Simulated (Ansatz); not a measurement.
Species: I, SMILES `[I]` (charge 0, multiplicity 2), formula I.

Task: How many basis functions does Ansatz (an electronic-structure program) with frozen-core CCSD(T)/def2-TZVPP use, how many core orbitals are frozen, and how many electrons are correlated?

Result: 50 basis functions and 4 frozen orbitals, which leaves 17 correlated electrons (filled d shells below the valence shell are correlated). Core time is of the order of seconds.
